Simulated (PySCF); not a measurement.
**Excited states of C²⁺ (carbon, charge +2)**

Ground state [He] 2s2, ¹S. Computed with PySCF 2.14 in aug-cc-pVTZ with one added diffuse shell each of s, p, d, f type (6s5p4d3f, 62 functions), with the non-relativistic Hamiltonian (point nucleus). Vertical excitation energies in eV without spin-orbit coupling; excited terms of each kind are numbered among those the solver found. Frozen: nothing.

```tsv
term	leading excitation	EOM-EE-CCSD
1 3P°	2s → p	6.497
1 1P°	2s → p	12.790
1 3S	2s → s	29.582
1 1S	2s → s	30.760
2 1P°	2s → p	32.076
2 3P°	2s → p	32.168
```

Only the lower part of the computed list is shown. Doubly excited terms such as np² are absent. The solver can miss terms. Rydberg members are limited by the diffuse functions of the basis.
